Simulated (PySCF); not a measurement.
**Polarisability and C₆ of Hf⁺ (hafnium, charge +1)**

[Xe] 4f14 5d1 6s2, 2D determinant. Calculation: PySCF 2.14, in ANO-RCC-VTZP (8s7p5d3f2g1h, 104 functions); the spin-free X2C one-electron Hamiltonian (Gaussian nucleus). Coupled (time-dependent) response in atomic units; α is the mean over directions. The basis has no added diffuse functions, which lowers α and C₆.

```csv
method,mean α (bohr³),"α xx, yy, zz",C₆ (like pair),S(−4)
PBE,48.70,"47.74, 47.74, 50.62",449.2,1028
```

S(−4) is the Cauchy moment in α(ω) = α(0) + S(−4) ω² + …

Spin-orbit coupling is absent.

α(iu) at PBE:

```
u (hartree)  α(iu) (bohr³)
          0          48.70
     0.0500          46.28
      0.100          40.47
      0.200          27.80
      0.300          19.22
      0.500          11.02
      0.750          7.052
       1.00          5.167
       1.50          3.290
       2.00          2.335
       3.00          1.391
       5.00         0.6899
```

For an ion, C₆ is the dispersion term alone; charge-induced terms of lower order in 1/R come first.

The components differ because the open shell of this determinant is not spherical; for a pure term their mean is the scalar polarisability.

⟨L²⟩ = 7.98 against 6 for a pure D term, so this real determinant mixes terms. Spin-orbit coupling, absent here, splits the open shell strongly. ⟨S²⟩ = 1.28 against 0.75 shows spin contamination. The s, p, d and f populations moved away from the nominal configuration during the SCF.
